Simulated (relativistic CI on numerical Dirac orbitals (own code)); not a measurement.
## Magnetism of Cu3+, 3d8, in a crystal field

Calculated by Dirac-Coulomb-Breit CI, KLI orbitals optimised for each configuration, model QED, valence Slater integrals scaled by 0.8, one configuration in a parametric crystal field (own radial code).

Field parameters in Wybourne normalisation: Oh B⁴₀ = 21Dq, B⁴₄ = √(5/14) B⁴₀. The field is a parameter set, without covalency.

S is read from ⟨S²⟩ = S(S + 1).

Powder χT (cm³ K mol⁻¹) by Van Vleck's formula, with temperature-independent terms:

```csv
Field,2 K,5 K,10 K,20 K,50 K,100 K,200 K,300 K
"Oh, 10Dq = 4100 cm⁻¹",1.79,1.79,1.8,1.8,1.82,1.84,1.89,1.94
"Oh, 10Dq = 7400 cm⁻¹",1.47,1.47,1.47,1.48,1.49,1.5,1.53,1.55
"Oh, 10Dq = 10700 cm⁻¹",1.33,1.33,1.33,1.34,1.34,1.35,1.37,1.39
"Oh, 10Dq = 14050 cm⁻¹",1.25,1.25,1.26,1.26,1.26,1.27,1.28,1.3
"Oh, 10Dq = 17300 cm⁻¹",1.21,1.21,1.21,1.21,1.21,1.22,1.23,1.24
"Oh, 10Dq = 20600 cm⁻¹",1.17,1.17,1.18,1.18,1.18,1.18,1.19,1.2
"Oh, 10Dq = 23950 cm⁻¹",1.15,1.15,1.15,1.15,1.15,1.16,1.17,1.18
"Oh, 10Dq = 27250 cm⁻¹",1.13,1.13,1.13,1.13,1.14,1.14,1.15,1.16
```

Task: For Oh, 10Dq = 4100 cm⁻¹: what effective moment follows at 300 K?

Result: μ_eff = √(8χT) = 3.94 μB. The ground level has S = 1.00; the spin-only moment for S = 1 is 2.83 μB. The difference comes from the orbital moment, spin-orbit mixing of terms and temperature-independent paramagnetism, all larger in this ionic model than in covalent complexes.
